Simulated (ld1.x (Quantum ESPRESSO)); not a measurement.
Transferability test, ultrasoft potential for nitrogen (N)

* Element: nitrogen
* Generator: ld1.x (Quantum ESPRESSO) 7.5
* Type: ultrasoft
* Functional: PBE
* Relativity: scalar-relativistic
* Frozen core: [He]
* Valence charge: 5
* Reference configuration: 2s2 2p3
* Partial waves: 2s (bound): rcut 0.90, rcutus 1.15 bohr; 2s channel at 0.6 Ry: rcut 0.90, rcutus 1.15 bohr; 2p (bound): rcut 1.25, rcutus 1.55 bohr; 2p channel at 3 Ry: rcut 1.25, rcutus 1.55 bohr; 3d channel at 0.2 Ry: rcut 1.35, rcutus 1.45 bohr
* Local potential: all-electron potential smoothed inside 1.50 bohr (lloc = -2)
* Core correction: Bessel-smoothed model core inside 0.80 bohr
* Augmentation charge: built from norm-conserving waves at rcut, not smoothed further

Energies are relative to the spin-unpolarised reference configuration 2s2 2p3; without spin polarisation the order of configurations can differ from experiment.

Give the all-electron excitation energy and the error of the potential for: 2s2 2p2; 2s2 2p1; 2s2 2p0; 2s1 2p4; 2s2 2p3.3; 2s2 2p2.5; 2s1 2p0.

```json
{"valence configuration": "2s2 2p2", "charge": "+1", "ΔE all-electron (eV)": "13.591", "error AE − PS (meV)": "-103"}
{"valence configuration": "2s2 2p1", "charge": "+2", "ΔE all-electron (eV)": "42.445", "error AE − PS (meV)": "-217"}
{"valence configuration": "2s2 2p0", "charge": "+3", "ΔE all-electron (eV)": "89.528", "error AE − PS (meV)": "+379"}
{"valence configuration": "2s1 2p4", "charge": "0", "ΔE all-electron (eV)": "11.508", "error AE − PS (meV)": "+7.7"}
{"valence configuration": "2s2 2p3.3", "charge": "-0.3", "ΔE all-electron (eV)": "-1.619", "error AE − PS (meV)": "-14"}
{"valence configuration": "2s2 2p2.5", "charge": "+0.5", "ΔE all-electron (eV)": "5.093", "error AE − PS (meV)": "-30"}
{"valence configuration": "2s1 2p0", "charge": "+4", "ΔE all-electron (eV)": "167.346", "error AE − PS (meV)": "+752"}
```

Levels in the configuration 2s1 2p0:

```
level  all-electron (eV)  pseudo (eV)
   2s            -87.573      -87.064
```

A Bessel basis up to 400 Ry misses an occupied level by 0.39 Ry, so cutoffs and ghosts were not judged.
